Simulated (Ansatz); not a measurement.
Reaction (isomerisation): `C[NH][Al]([CH3])[SiH3]` → `C[SiH2][N](C)[AlH2]`

Isolated molecules relaxed with PBE0-D4/def2-TZVP in Ansatz; ΔE leaves out vibrations. CCSD(T)/CBS adds triple-zeta CCSD(T) − MP2 to the extrapolated MP2 energy (def2 sets, frozen cores). DFT in def2-TZVPP. One conformer a species, not always the lowest.

`C[NH][Al]([CH3])[SiH3]`:

```xyz
15

C     0.445    1.857    1.458
N     1.018    0.746    0.730
Al    0.229   -0.460   -0.303
C     1.328   -1.840   -1.140
Si   -2.205   -0.292   -0.597
H    -0.634    1.891    1.296
H     0.608    1.775    2.540
H     0.852    2.823    1.134
H     2.018    0.692    0.862
H     1.244   -1.803   -2.231
H     1.003   -2.840   -0.837
H     2.387   -1.743   -0.885
H    -2.571   -0.128   -2.035
H    -2.897   -1.530   -0.129
H    -2.825    0.850    0.137
```

`C[SiH2][N](C)[AlH2]`:

Z-matrix (Å, degrees):
```
C
Si 1 1.869
H 1 1.093 2 111.1
H 1 1.094 2 110.2 3 -119.8
H 1 1.093 2 111.5 3 120.8
N 2 1.733 1 113.0 3 -60.1
H 2 1.488 1 110.3 3 59.6
H 2 1.495 1 108.0 3 178.7
Al 6 1.783 2 123.8 1 118.6
C 6 1.462 2 115.8 1 -63.0
H 9 1.586 6 116.3 2 178.0
H 9 1.581 6 119.3 2 -2.3
H 10 1.097 6 111.6 2 -56.0
H 10 1.094 6 111.0 2 -175.7
H 10 1.096 6 112.0 2 64.5
```

Task: Is it downhill or uphill in electronic energy at CCSD(T)/CBS, and by how much? (Estimate.)

Result: Ansatz gave: Downhill: ΔE = -0.45 eV.

Task: What do these levels give: ωB97M-V, PBE0, HF/def2-TZVPP, MP2/def2-TZVPP, SCS-MP2/def2-TZVPP, CCSD/def2-TZVPP? (Best estimate.)

Result: Ansatz gave: ωB97M-V -0.50, PBE0 -0.25, HF/def2-TZVPP -0.55, MP2/def2-TZVPP -0.55, SCS-MP2/def2-TZVPP -0.55, CCSD/def2-TZVPP -0.44 eV.

Largest T1 diagnostic among the species: 0.012.

The D4 term adds −0.09 eV with B3LYP and −0.04 eV with PBE0; it sums over pairs of atoms, weighted by their polarisabilities, and B3LYP, whose exchange is more repulsive, gets the larger term. From PBE to PBE0 (25 % exact exchange), in def2-TZVPP and without D4, ΔE moves by −0.08 eV.

B3LYP here is the variant with VWN-RPA as its local correlation; programs differ in this.
